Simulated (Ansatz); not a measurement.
Total energies of Cd2SCl2 (the lowest singlet isomer of a short search) from Ansatz at PBE0-D4/def2-TZVP, gas phase (1 Eh = 27.2114 eV = 2625.5 kJ/mol). The reference geometry is relaxed at r2SCAN-D4/def2-SVP.

```xyz
5

Cd    0.835    0.102    1.541
Cd   -1.248    0.132   -1.228
S    -1.341    0.750    1.017
Cl    2.962   -0.524    2.108
Cl   -1.208   -0.460   -3.438
```

```tsv
state	geometry	energy (Eh)
charge 0 singlet	reference	-1653.88684
charge 1 doublet	reference	-1653.53542
free Cd atom (singlet)	–	-167.77479
free S atom (triplet)	–	-397.97371
free Cl atom (doublet)	–	-459.99739
```

In the def2 sets Cd takes a core potential; there is no spin–orbit coupling.

Work out the vertical ionisation energy to the doublet.

E(charge 1 doublet) − E(charge 0 singlet) = -1653.53542 − (-1653.88684) = 0.35142 Eh = 9.56 eV. For comparison, −ε of the highest occupied level is 7.79 eV at this level, 1.77 eV less.

What is the binding energy per atom against free atoms?

Atoms: 2 × (-167.77479) + 1 × (-397.97371) + 2 × (-459.99739) = -1653.51807 Eh. Binding: -1653.51807 − (-1653.88684) = 0.36877 Eh = 10.03 eV, or 2.01 eV for each of 5 atoms (no zero-point energy, no counterpoise term).

The structure comes from a short search, and lower isomers may exist.
